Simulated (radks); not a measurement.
The numbers below are computed, except where a source is named.
Q: The neon ion Ne3+, [He] 2s2 2p3. Level of theory: non-relativistic Kohn-Sham, PBE, spin-polarised, spherical densities, point nucleus (a radial shooting solver on a logarithmic mesh with Libxc functionals). Every spin shell is full or empty, so the densities are truly spherical. Functionals are evaluated on that one density, not self-consistently. Rank these exchange functionals by their error against the exact value of the orbitals, and give that value: LDA, PW86, OPTX, SOGGA, APBE, r2SCAN, MS2, Tao-Mo, MVS.

A: Exact: -10.4797 hartree. From best to worst, with 100 (|E| - |E exact|)/|E exact| (equal figures are ties): Tao-Mo +0.07, OPTX -0.08, r2SCAN -0.13, MS2 +0.21, MVS -0.33, PW86 +0.41, APBE +0.42, SOGGA -4.48, LDA -10.15.
